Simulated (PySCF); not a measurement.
# Correlation energy of Co⁻ (cobalt, charge -1)

[Ar] 3d8 4s2, high-spin 3F determinant. Computed with PySCF 2.14 in aug-cc-pVTZ-DK, with the spin-free X2C one-electron Hamiltonian (Gaussian nucleus). Frozen: [Ar]; 10 electrons correlated.

MP2 pair energies summed by pair of shells (mhartree):

```tsv
pair	energy	share (%)
3d-3d	-300.40	85.9
3d-4s	-33.53	9.6
4s-4s	-15.77	4.5
```

Total MP2 correlation energy: -349.70 mhartree.

Same-spin part -126.61 and opposite-spin part -223.09 mhartree; SCS-MP2 scales them by 1/3 and 6/5 to -309.91 mhartree.
